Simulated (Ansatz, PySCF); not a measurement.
Gas-phase reaction in SMILES: Br[C]Br → [C]Br + Br atom (the Br-C bond at the site shown breaks; other sites are not compared here)
Structures are relaxed separately at B3LYP-D3(BJ)/def2-TZVP in Ansatz (a quantum-chemistry and plane-wave program). Unstable Hartree-Fock reference: Br[C]Br, [C]Br. High T1 diagnostic, so coupled cluster is less sure: Br[C]Br.

Wanted: bond dissociation energy (enthalpy at 298 K, with B3LYP-D3(BJ) rigid-rotor harmonic-oscillator terms from PySCF), in eV. Cores are frozen in the correlated levels unless marked. UHF or UKS for open shells. No spin-orbit coupling. The frozen core is the preceding noble-gas configuration, with the filled d and f shells of earlier blocks. Non-relativistic. CBS marks a two-point X^-3 extrapolation of the correlation energy; Hartree-Fock from the larger set. The bracket is a focal-point correction in the basis named.

```tsv
level	program	bond dissociation energy (eV)
B3LYP-D4/def2-TZVPD	Ansatz + dftd4	2.80
B2GP-PLYP-D3(BJ)/def2-TZVPD	Ansatz + dftd3	2.82
B2GP-PLYP/def2-TZVPD	Ansatz	2.76
CCSD/cc-pVTZ	Ansatz	2.50
RI-MP2/CBS(aug-cc-pVTZ,aug-cc-pVQZ)+[CCSD(T)-MP2]/aug-cc-pVDZ	Ansatz	___
```

Q: Complete the blanks.

A: 
- RI-MP2/CBS(aug-cc-pVTZ,aug-cc-pVQZ)+[CCSD(T)-MP2]/aug-cc-pVDZ, bond dissociation energy (eV): 2.96
